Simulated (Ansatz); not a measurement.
`OC1(F)CC1` and `OC1([SeH])CC1` differ in one atom or group.

Ansatz, PBE0-D4/def2-TZVP geometries, multiplicity 1. Each molecule was computed in one conformer, which needn't be the lowest.

Scalar relativity is left out up to krypton.

| property | `OC1(F)CC1` |
| --- | --- |
| LUMO energy (PBE0/def2-TZVPP) / eV | 1.13 |
| HOMO energy (B3LYP/def2-TZVPP) / eV | -7.74 |
| LUMO energy (B3LYP/def2-TZVPP) / eV | 0.72 |
| HOMO–LUMO gap (ωB97M-V/def2-TZVPP) / eV | 12.83 |
| HOMO–LUMO gap (PBE0/def2-TZVPP) / eV | 9.08 |
| HOMO energy (PBE/def2-TZVPP) / eV | -6.46 |

(1) Give the same properties after the change, and the shifts. (An estimate is asked.)

Answers

(1) Computed: 
```json
{"property": "LUMO energy (PBE0/def2-TZVPP) / eV", "`OC1([SeH])CC1`": "0.07", "shift": "-1.06"}
{"property": "HOMO energy (B3LYP/def2-TZVPP) / eV", "`OC1([SeH])CC1`": "-6.48", "shift": "1.26"}
{"property": "LUMO energy (B3LYP/def2-TZVPP) / eV", "`OC1([SeH])CC1`": "-0.21", "shift": "-0.93"}
{"property": "HOMO–LUMO gap (ωB97M-V/def2-TZVPP) / eV", "`OC1([SeH])CC1`": "10.85", "shift": "-1.98"}
{"property": "HOMO–LUMO gap (PBE0/def2-TZVPP) / eV", "`OC1([SeH])CC1`": "6.77", "shift": "-2.31"}
{"property": "HOMO energy (PBE/def2-TZVPP) / eV", "`OC1([SeH])CC1`": "-5.51", "shift": "0.95"}
```

With PBE0 the HOMO rises by 1.23 eV and the LUMO falls by 1.06 eV, so the gap narrows by about 2.29 eV. PBE moves the HOMO by 0.95 eV and ωB97M-V by 1.36 eV.

B3LYP here is the variant with VWN-RPA as its local correlation; programs differ in this.

Spin–orbit coupling is left out; it splits and shifts lone-pair levels of the heavy atoms by tenths of an eV.
